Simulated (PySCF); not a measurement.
GeO3, SMILES [O]=[Ge]1[O][O]1.

Coordinates come from a PBE-D3(BJ)/def2-SVP optimisation.

Calculation: TDA-PBE/def2-SVPD in PySCF.

Vertical excitations. The molecule is in vacuum. State labels are in the subgroup C2v.

Computed excitation energies, oscillator strengths and character:
```
state  symmetry  energy (eV)  λ (nm)      f           main pairs
-----  --------  -----------  ------  -----  -------------------
S1           A2         3.08     403  0.000    HOMO→LUMO+1 100 %
S2           B1         3.12     398  0.001      HOMO→LUMO 100 %
S3           A1         3.40     365  0.001     HOMO−1→LUMO 98 %
S4           A2         3.78     328  0.000    HOMO−2→LUMO 100 %
S5           B2         3.95     314  0.010   HOMO−1→LUMO+1 96 %
S6           B1         4.40     282  0.015   HOMO−2→LUMO+1 99 %
S7           B2         4.84     256  0.001     HOMO→LUMO+2 85 %
S8           A1         5.12     242  0.001     HOMO−3→LUMO 98 %
S9           A2         5.33     233  0.000  HOMO−1→LUMO+2 100 %
S10          B2         5.59     222  0.010   HOMO−3→LUMO+1 79 %
T1           B1         1.90     653      0      HOMO→LUMO 100 %
T2           A2         2.79     445      0    HOMO→LUMO+1 100 %
T3           A1         2.95     420      0     HOMO−1→LUMO 95 %
T4           B2         3.25     381      0   HOMO−1→LUMO+1 99 %
```
Triplets are in the Tamm–Dancoff approximation.
